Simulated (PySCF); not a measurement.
# Working out the excitation energy of B⁺

B⁺ [He] 2s2 (1S) → B⁺ [He] 2s1 2p1 (3P). Calculation: PySCF 2.14, in x2c-QZVPPall; scalar relativity by spin-free X2C-1e. Frozen: nothing. Energies in hartree (1 hartree = 27.21139 eV):

| part | B⁺ (lower) | B⁺ (upper) |
| --- | --- | --- |
| UHF | -24.244372 | -24.129046 |
| CCSD correlation | -0.078982 | -0.024902 |
| (T) | -0.000414 | -0.000038 |

Task: What does Hartree-Fock give?

Result: (-24.129046) − (-24.244372) = 0.115326 hartree = 3.138 eV.

Task: What do CCSD and CCSD(T) give?

Result: The CCSD correlation energies differ by 0.054080 hartree = 1.472 eV and the triples by 0.000376 hartree = 0.010 eV, so CCSD gives 4.610 eV and CCSD(T) 4.620 eV.

Measured between the centres of the two terms (NIST): 4.631 eV, so CCSD(T) (valence and next inner shell) is off by -0.011 eV.

What remains against the reference includes basis incompleteness and higher excitations.
